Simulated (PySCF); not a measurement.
(1Z)-1,2-difluorobuta-1,3-diene (C4H4F2), SMILES F/C(=C\F)C=C. Atoms are numbered in the order given.

```xyz
10

C      0.0449    -2.4464     0.0000
C      0.6903    -1.2738     0.0000
C      0.0206     0.0107     0.0000
F     -1.3107    -0.0121     0.0000
C      0.6639     1.1874     0.0000
F      0.0218     2.3438     0.0000
H     -1.0468    -2.4881     0.0000
H      0.5925    -3.3905     0.0000
H      1.7840    -1.2383     0.0000
H      1.7529     1.2634     0.0000
```
Charge 0, spin multiplicity 1.

Coordinates come from a PBE0-D3(BJ)/def2-SVP optimisation. Other conformers were not sampled.

Calculation: PBE/pcSseg-1 (PySCF).

GIAO shieldings, no solvent; atoms listed in one row are averaged. δ = σ(ref) − σ: ¹³C against TMS (σ = 182.0 ppm); ¹⁹F against CFCl3 (σ = 133.6 ppm); ¹H against TMS (σ = 31.49 ppm), references at their B3LYP-D3(BJ)/def2-TZVP geometries, non-relativistic.

```tsv
nucleus	atoms	count	δ (ppm)
¹³C	C3	1	156.9
¹³C	C5	1	146.7
¹³C	C2	1	132.0
¹³C	C1	1	119.7
¹⁹F	F6	1	-172.3
¹⁹F	F4	1	-178.0
¹H	H10	1	6.80
¹H	H9	1	6.11
¹H	H7	1	6.04
¹H	H8	1	5.60
```
